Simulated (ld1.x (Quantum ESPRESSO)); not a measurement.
# Before and after: RRKJ potential for fluorine

- Element: F (Z = 9)
- Generator: ld1.x (Quantum ESPRESSO) 7.5
- Type: norm-conserving RRKJ (Kleinman–Bylander form)
- Functional: BLYP
- Relativity: scalar-relativistic
- Frozen core: [He]
- Valence charge: 7
- Reference configuration: 2s1.75 2p5.25
- Partial waves: 2s (bound): rc 0.80 bohr; 3d channel at -0.1 Ry: rc 0.75 bohr; 2p (bound): rc 0.95 bohr
- Local potential: the p channel
- Core correction: none
- rho0: 0.001

All-electron outer shells of the reference configuration (BLYP, scalar-relativistic, ld1.x):

```
shell  level (eV)  outermost node (bohr)  outermost maximum (bohr)
   1s     -664.38                      –                      0.11
   2s      -29.90                   0.24                      0.76
   2p      -11.23                      –                      0.71
```

Change: type PAW; waves now 2s (bound): rcut 0.70, rcutus 0.80 bohr; 2s channel at -0.1 Ry: rcut 0.70, rcutus 0.80 bohr; 2p (bound): rcut 0.85, rcutus 0.95 bohr; 2p channel at -0.15 Ry: rcut 0.85, rcutus 0.95 bohr; 3d channel at -0.1 Ry: rcut 0.65, rcutus 0.75 bohr; local potential all-electron potential smoothed inside 0.65 bohr (lloc = -1); core correction a·sin(br)/r model core, default radius (ld1.x builds one for every PAW set, though the input has nlcc=.false.); augmentation GAUSS, radius 0.75 bohr; rho0 0.

Cutoffs: the cutoffs (Ry, on a coarse ladder) from which the occupation-weighted sum of valence levels, in a spherical-Bessel basis at the reference potential, stays within 10 and 1 mRy of its value at 400 Ry; they do not see the model core or the augmentation charge, which bear on the density cutoff. Errors are all-electron minus pseudo energies relative to the spin-unpolarised reference configuration.

**Question.** How do hardness, ghosts and transferability respond?

**Answer.** The potential gets softer (180 Ry and 230 Ry → 80 Ry and 140 Ry); of the 7 tests that both files solve, the error grows in 2 and shrinks in 4 by more than 15 % and 0.3 meV (median size 0.8 → 1.4 meV); neither file shows a bound ghost. Several settings change at once here, so the effects cannot be laid on one of them.

```tsv
quantity	base	changed
cutoff, loose	180 Ry	80 Ry
cutoff, tight	230 Ry	140 Ry
loose cutoff by channel (10 mRy a level)	s 160 Ry, p 110 Ry	s 18 Ry, p 70 Ry
bound ghosts	none	none
error for 2s2 2p5, meV [ΔE -4.67 eV]	+1.1	+0.1
error for 2s2 2p4, meV [ΔE 14.73 eV]	-0.5	-1.4
error for 2s2 2p3, meV [ΔE 53.14 eV]	+8.0	-4.8
error for 2s2 2p4.5, meV [ΔE 2.88 eV]	+0.7	-0.6
error for 2s2 2p5.3, meV [ΔE -7.34 eV]	+0.8	+0.4
error for 2s2 2p2, meV [ΔE 113.84 eV]	+99	-13
error for 2s1 2p5, meV [ΔE 33.69 eV]	-0.7	-1.6
s: phases at 1.05 bohr within 0.05 rad from the reference energy up to (Ry; the scan ends near 5)	to the end of the scan	to the end of the scan
p: phases at 1.05 bohr within 0.05 rad from the reference energy up to (Ry; the scan ends near 5)	to the end of the scan	to the end of the scan
d: phases at 1.05 bohr within 0.05 rad from the reference energy up to (Ry; the scan ends near 5)	to the end of the scan	to the end of the scan
```
